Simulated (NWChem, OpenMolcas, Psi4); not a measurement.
# CH2NSn (SMILES N#[C][SnH2]): the electronic atomisation energy, rung by rung

The species is CH2NSn (5 atoms), meant as a doublet with charge 0. As SMILES, `N#[C][SnH2]`. The shape is that of a PBE0-D4/def2-TZVP optimisation.

Quantity: the electronic atomisation energy, in eV. The values are calculated. Electronic energies at fixed atoms, without zero-point motion or spin-orbit coupling.

```json
{"level": "UHF/def2-SVPD (core potential)", "kind": "Hartree–Fock", "program": "NWChem", "value (eV)": "10.63", "less CCSD(T)/def2-SVPD": "-5.15", "CPU time (all runs)": "82 s"}
{"level": "USVWN5/def2-SVPD (core potential)", "kind": "LDA", "program": "OpenMolcas", "value (eV)": "19.62", "less CCSD(T)/def2-SVPD": "+3.84", "CPU time (all runs)": "54 s"}
{"level": "U-revPBE/def2-SVPD (core potential)", "kind": "GGA", "program": "OpenMolcas", "value (eV)": "16.64", "less CCSD(T)/def2-SVPD": "+0.86", "CPU time (all runs)": "70 s"}
{"level": "U-r2SCAN/def2-SVPD (core potential)", "kind": "meta-GGA", "program": "OpenMolcas", "value (eV)": "16.61", "less CCSD(T)/def2-SVPD": "+0.83", "CPU time (all runs)": "2.1 min"}
{"level": "UBHLYP/def2-SVPD (core potential)", "kind": "global hybrid", "program": "OpenMolcas", "value (eV)": "15.79", "less CCSD(T)/def2-SVPD": "+0.01", "CPU time (all runs)": "68 s"}
{"level": "UM06-2X/def2-SVPD (core potential)", "kind": "hybrid meta-GGA", "program": "Psi4", "value (eV)": "16.54", "less CCSD(T)/def2-SVPD": "+0.76", "CPU time (all runs)": "84 s"}
{"level": "U-wB97X-V/def2-SVPD (core potential)", "kind": "range-separated hybrid", "program": "Psi4", "value (eV)": "16.91", "less CCSD(T)/def2-SVPD": "+1.13", "CPU time (all runs)": "3.2 min"}
{"level": "UMP2/def2-SVPD (core potential)", "kind": "perturbation theory", "program": "NWChem", "value (eV)": "16.18", "less CCSD(T)/def2-SVPD": "+0.40", "CPU time (all runs)": "2.3 min"}
{"level": "ROCCSD(T)/def2-SVPD (core potential)", "kind": "coupled cluster or CI", "program": "OpenMolcas", "value (eV)": "15.78", "less CCSD(T)/def2-SVPD": "0.00", "CPU time (all runs)": "83 s"}
```

Differences are taken from ROCCSD(T)/def2-SVPD (core potential) for orientation; it has basis-set and higher-order errors of its own. The values span 10.63 to 19.62 eV. In the correlated wave-function rows the outer d shell of Sn is correlated, in sets not made for it. CPU times are rough (shared hosts, several kinds of processor and program).
